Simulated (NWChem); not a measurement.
System: CsBr; SMILES [Br][Cs]

Computed with NWChem. Structure relaxed at the PBE0-D3(BJ)/def2-TZVP level. def2 effective core potentials on Cs; no spin-orbit coupling. Vertical excitations in the gas phase; the lowest state need not have the same character in each row.

Question: Taking PBE0/def2-TZVPD, TDA as the yardstick, which of these has the fewest basis functions while keeping “lowest excitation, singlet (eV)” within 0.05 eV of it: PBE0/def2-SVPD, TDA; PBE0/def2-TZVP, TDA; PBE0/def2-SVP, TDA?

Answer: PBE0/def2-TZVP, TDA.
```json
[
 {"level": "PBE0/def2-SVP, TDA", "basis functions": "56", "lowest excitation, singlet (eV)": "3.43", "relative time (rough)": "1"},
 {"level": "PBE0/def2-SVPD, TDA", "basis functions": "68", "lowest excitation, singlet (eV)": "3.65", "relative time (rough)": "2"},
 {"level": "PBE0/def2-TZVP, TDA", "basis functions": "77", "lowest excitation, singlet (eV)": "3.72", "relative time (rough)": "4"},
 {"level": "PBE0/def2-TZVPD, TDA", "basis functions": "89", "lowest excitation, singlet (eV)": "3.75", "relative time (rough)": "4"}
]
```

The yardstick is one finite set, not the basis-set limit.
